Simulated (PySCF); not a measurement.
# Relaxation of triplet IMoN

Computed with PySCF, UPBE0, basis Mo def2-SVP with ECP28, N def2-SVP, I def2-SVP with ECP28 (scalar-relativistic core potentials, no spin–orbit coupling, density fitting). A (50,194) grid was used.

A start displaced from a saddle point along its imaginary mode, of Cs symmetry, held to at least that symmetry:

Coordinates in bohr (charge 0 multiplicity 3):
```
Mo    0.0000   -0.1069   -2.6025
N     0.0001    0.4724   -5.6462
I     0.0000    0.0303    2.6308
```

Optimiser trace:
```
step  E − E(last) (kJ/mol)  largest gradient (Eh/bohr)
   0                 27.39                     0.03165
   1                 24.51                     0.00711
   2                 23.46                     0.00522
   3                 22.06                     0.00557
   4                 20.25                     0.00532
   5                 18.17                     0.00593
   6                 16.07                     0.00933
   7                 12.30                     0.02128
   8                  9.97                     0.03376
   9                  6.60                     0.02534
  10                  1.31                     0.00730
  11                  1.12                     0.01632
  12                  0.13                     0.00597
  13                  0.00                     0.00081
  14                  0.00                     0.00031
  15                  0.00                     0.00001
```

It ends at Cs with Mo–I 2.668 Å, Mo–N 1.609 Å; I–Mo–N 116.9°. A frequency run shows a minimum.

Final geometry:
```xyz
3
charge 0 multiplicity 3, angstrom
Mo   -0.0001   -0.5031   -1.2825
N     0.0001    0.6370   -2.4172
I     0.0001    0.3178    1.2560
```

Other spin states or occupations of the open shell can lie lower. Spin–orbit coupling, left out here, can matter for elements this heavy.

The relaxation took about 90 core-seconds on a shared host.
